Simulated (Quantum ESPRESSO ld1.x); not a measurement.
Results of a calculation; reference values are marked as such.
Task: All-electron atom: Ga I in [Ar] 3d10 4s2 4f1 (not the ground configuration). Code: ld1.x of Quantum ESPRESSO 7.5. Model: Dirac Kohn-Sham, LDA (Slater exchange, VWN5 correlation), spin-unpolarised, spherical densities, point nucleus; open shells fill j = l - 1/2 first.

Spin-orbit splittings of the eigenvalues, e(l+1/2) - e(l-1/2), with zeta = 2 splitting/(2l+1) and mean radii in bohr:

shell  occ.  splitting (eV)  zeta (eV)  <r> j=l-1/2  <r> j=l+1/2
2p        6               ?          ?       0.1885       0.1920
3p        6           3.639      2.426       0.6726       0.6836
3d       10          0.4641     0.1856       0.8043       0.8106
4f        1       8.980e-07  2.566e-07        17.55        17.55

Estimate the 2p splitting.

Result: 27.60 eV (zeta = 18.40 eV).
